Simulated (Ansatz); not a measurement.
Cost and result for the atomization energy of CH$_{7}$BGeSe (`C[Se][BH][GeH3]`) (11 atoms, 10 bonds).

```json
{"atom": "C1", "x (Å)": "1.166", "y (Å)": "-1.254", "z (Å)": "0.818"}
{"atom": "Se2", "x (Å)": "0.029", "y (Å)": "-1.881", "z (Å)": "-0.639"}
{"atom": "B3", "x (Å)": "-0.940", "y (Å)": "-0.346", "z (Å)": "-1.143"}
{"atom": "Ge4", "x (Å)": "-0.727", "y (Å)": "1.495", "z (Å)": "-0.255"}
{"atom": "H5", "x (Å)": "0.546", "y (Å)": "-0.897", "z (Å)": "1.638"}
{"atom": "H6", "x (Å)": "1.765", "y (Å)": "-2.101", "z (Å)": "1.148"}
{"atom": "H7", "x (Å)": "1.816", "y (Å)": "-0.459", "z (Å)": "0.459"}
{"atom": "H8", "x (Å)": "-1.702", "y (Å)": "-0.547", "z (Å)": "-2.040"}
{"atom": "H9", "x (Å)": "-1.037", "y (Å)": "1.421", "z (Å)": "1.254"}
{"atom": "H10", "x (Å)": "0.727", "y (Å)": "2.000", "z (Å)": "-0.372"}
{"atom": "H11", "x (Å)": "-1.643", "y (Å)": "2.568", "z (Å)": "-0.867"}
```

Charge 0, multiplicity 1. Correlated methods include outer-core shells of Ge, Se, which these sets cover unevenly. Scalar relativity is left out up to krypton. All single points use the PBE0-D4/def2-TZVP geometry. It is one conformer, not always the lowest. Program: Ansatz. All runs use 4 threads of an Arm Neoverse V1 on a shared host. Times are those of one run each, without the atoms' runs, and a repeat can differ threefold. Electronic energies, without spin–orbit coupling; frozen cores. CCSD(T)/CBS adds CCSD(T) − MP2 in def2-TZVPP to the MP2 limit, and its time is that of the two runs behind it. T1 = 0.013. With those shells the extrapolation isn't a true limit. B3LYP takes the VWN-RPA correlation (the form of Gaussian; ORCA's B3LYP/G).

CCSD(T)/CBS is a level of theory with its own doubt, some kJ/mol a heavy atom from the limit and from the frozen cores, so smaller differences don't rank the functionals.

```json
{"level": "LDA (SPW92)/def2-TZVPP", "functions": "256", "wall time": "1.6 s", "atomization (kcal/mol)": "945.3", "difference from CCSD(T)/CBS": "108.7", "per bond": "10.9"}
{"level": "revPBE-D4/def2-TZVPP", "functions": "256", "wall time": "2.7 s", "atomization (kcal/mol)": "825.0", "difference from CCSD(T)/CBS": "-11.6", "per bond": "-1.2"}
{"level": "PBE0-D4/def2-TZVPP", "functions": "256", "wall time": "5.5 s", "atomization (kcal/mol)": "834.6", "difference from CCSD(T)/CBS": "-2.0", "per bond": "-0.2"}
{"level": "r2SCAN-D4/def2-TZVPP (with forces)", "functions": "256", "wall time": "7 s", "atomization (kcal/mol)": "840.2", "difference from CCSD(T)/CBS": "3.6", "per bond": "0.4"}
{"level": "B3LYP-D4/def2-TZVPP (with forces)", "functions": "256", "wall time": "7.5 s", "atomization (kcal/mol)": "833.5", "difference from CCSD(T)/CBS": "-3.1", "per bond": "-0.3"}
{"level": "r2SCANh-D4/def2-TZVPP", "functions": "256", "wall time": "7.5 s", "atomization (kcal/mol)": "836.6", "difference from CCSD(T)/CBS": "0.0", "per bond": "0.0"}
{"level": "B2PLYP/def2-TZVPP", "functions": "256", "wall time": "8.5 s", "atomization (kcal/mol)": "824.1", "difference from CCSD(T)/CBS": "-12.5", "per bond": "-1.3"}
{"level": "PBE-QIDH/def2-TZVPP", "functions": "256", "wall time": "9 s", "atomization (kcal/mol)": "831.3", "difference from CCSD(T)/CBS": "-5.3", "per bond": "-0.5"}
{"level": "CCSD(T)/def2-SVP", "functions": "127", "wall time": "16 s", "atomization (kcal/mol)": "790.7", "difference from CCSD(T)/CBS": "-45.9", "per bond": "-4.6"}
{"level": "ωB97M-V/def2-TZVPP (with forces)", "functions": "256", "wall time": "18 s", "atomization (kcal/mol)": "831.1", "difference from CCSD(T)/CBS": "-5.5", "per bond": "-0.5"}
{"level": "MP2/def2-QZVPP", "functions": "502", "wall time": "43 s", "atomization (kcal/mol)": "830.2", "difference from CCSD(T)/CBS": "-6.4", "per bond": "-0.6"}
{"level": "CCSD(T)/def2-TZVPP", "functions": "256", "wall time": "5.4 min", "atomization (kcal/mol)": "820.0", "difference from CCSD(T)/CBS": "-16.6", "per bond": "-1.7"}
{"level": "CCSD(T)/CBS(def2)", "functions": "–", "wall time": "6.1 min", "atomization (kcal/mol)": "836.6", "difference from CCSD(T)/CBS": "0.0", "per bond": "0.0"}
```

From r2SCAN to r2SCAN0 (25 % exact exchange), in def2-TZVPP and without D4, the atomization energy moves by −8.9 kcal/mol: exact exchange takes away binding that semilocal exchange gives to molecules. At CCSD(T), def2-SVP lies −45.8 kcal/mol from the extrapolated value and def2-TZVPP −16.6 kcal/mol: correlation converges slowly with the basis, and small sets miss more of it in the bonded molecule than in its fragments. The D4 term adds +9.7 kcal/mol with B3LYP and +5.1 kcal/mol with PBE0; it sums over pairs of atoms, weighted by their polarisabilities, and B3LYP, whose exchange is more repulsive, gets the larger term.

For some Ge, Se and Sn compounds the MP2-based and the directly extrapolated limit differ by 10 to 25 kJ/mol.
